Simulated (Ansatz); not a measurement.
```yaml
crystal:
  periodic: [false, false, false]
  atoms:
    - {symbol: C, position_ang: [0.977250, -1.103434, -0.555722]}
    - {symbol: C, position_ang: [0.448774, 0.054292, 0.269664]}
    - {symbol: C, position_ang: [-0.764704, -0.212016, 1.151329]}
    - {symbol: N, position_ang: [-1.706601, 0.650831, 1.010328]}
    - {symbol: Si, position_ang: [-0.791141, 1.333236, -0.335224]}
    - {symbol: F, position_ang: [-0.419505, 2.878406, -0.233925]}
    - {symbol: H, position_ang: [0.201519, -1.528646, -1.197510]}
    - {symbol: H, position_ang: [1.356375, -1.908531, 0.080578]}
    - {symbol: H, position_ang: [1.797685, -0.780187, -1.199300]}
    - {symbol: H, position_ang: [1.243390, 0.505128, 0.873843]}
    - {symbol: H, position_ang: [-0.844665, -1.072121, 1.829736]}
    - {symbol: H, position_ang: [-1.421478, 1.127841, -1.659698]}
basis:
  gaussian: {orbitals: cc-pVDZ}
total_charge: 1
magnetization: {spin_polarized: true, initial_magnetization: 1}
hamiltonian: {xc: {name: HF}}
correlation: {active_space: {window: {electrons: 2, orbitals: 1}}}
output: {forces: true}
```

```sh
$ ansatz run in.yaml --threads 4 --pin off --events-out ev --progress --plain --max-ram 10444MiB
```

Q: How does Ansatz answer? (An estimate is asked.)

A: Ansatz gave: The program refused the input.
```
Error: invalid value for `correlation.active_space`: it starts from restricted Hartree–Fock orbitals; set hamiltonian.xc: hf without magnetization.spin_polarized
```
